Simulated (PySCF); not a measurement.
Screening by computed properties: pick the candidate that meets the target.

Species are written as SMILES; each is one conformer at its optimised geometry, gas phase, non-relativistic unless stated; the electronic structure was computed with PySCF and density fitting.

The conformers computed, where there is a choice (atom-mapped SMILES and torsion angles):
- `[CH:1]#[C:2][C@H:3]([CH:4]=[O:5])[CH:6]([Cl:7])[Cl:8]`: C2–C3–C4–O5 -150°, C2–C3–C6–Cl7 53°
- `[CH:1]#[C:2][c:3]1[cH:4][n:5][n:6][c:7]([CH:8]=[CH2:9])[c:10]1[CH3:11]`: N6–C7–C8–C9 0°
- `[CH2:1]=[CH:2][C@@H:3]([CH2:4][F:5])[C:6](=[O:7])[NH:8][CH3:9]`: C1–C2–C3–C4 127°, C2–C3–C4–F5 -68°, C2–C3–C6–O7 -127°, C3–C6–N8–C9 -179°
- `[CH:1]#[C:2][P@H+:3]([CH2:4][CH3:5])[C:6]([CH3:7])([CH3:8])[CH3:9]`: C2–P3–C4–C5 61°, C2–P3–C6–C7 -55°

The conformers of `C[P@+]12CCC[C@H]1CCC2` and `C=C[P@@H+]1CC[C@H](CC)C1` aren't listed.

(1) Wanted: HOMO energy between -7.7 eV and -7 eV (PBE0/pcSseg-1) and HOMO–LUMO gap below 7.2 eV (PBE0/pcSseg-1), at GFN2-xTB geometries. Which candidate meets both?
A. `C=C[P@@H+]1CC[C@H](CC)C1`
B. `C#C[C@H](C=O)C(Cl)Cl`
C. `C1C[C@H]2CCC[P@@+]2(C)C1`
D. `CC(=O)C#CC(Cl)Cl`
E. `C#C[P@H+](CC)C(C)(C)C`
F. `C#Cc1cnnc(C=C)c1C`
G. `C=C[C@@H](CF)C(=O)NC`

(2) Wanted: dipole moment between 3 D and 4 D (PBE0/pcSseg-1) and smallest rotational constant above 0.6 GHz (GFN2-xTB), at GFN2-xTB geometries. Which candidate meets both?
A. `CC(=O)C#CC(Cl)Cl`
B. `n1cc(C#C)c(C)c(n1)C=C`
C. `C=C[C@@H](CF)C(=O)NC`
D. `C#C[C@H](C=O)C(Cl)Cl`

Results:

(1) G. Computed values:
| species | HOMO energy | HOMO–LUMO gap |
| --- | --- | --- |
| C1C[C@H]2CCC[P@@+]2(C)C1 | -13.28 eV | 9.67 eV |
| C#C[P@H+](CC)C(C)(C)C | -12.94 eV | 7.91 eV |
| C=C[P@@H+]1CC[C@H](CC)C1 | -12.75 eV | 7.35 eV |
| CC(=O)C#CC(Cl)Cl | -8.16 eV | 5.84 eV |
| C#C[C@H](C=O)C(Cl)Cl | -8.04 eV | 6.53 eV |
| C=C[C@@H](CF)C(=O)NC | -7.32 eV | 7.08 eV |
| C#Cc1cnnc(C=C)c1C | -6.62 eV | 4.60 eV |

(2) C. Computed values:
| species | dipole moment | smallest rotational constant |
| --- | --- | --- |
| CC(=O)C#CC(Cl)Cl | 1.41 D | 0.555 GHz |
| C#C[C@H](C=O)C(Cl)Cl | 2.52 D | 1.013 GHz |
| C=C[C@@H](CF)C(=O)NC | 3.93 D | 0.784 GHz |
| n1cc(C#C)c(C)c(n1)C=C | 4.15 D | 0.616 GHz |
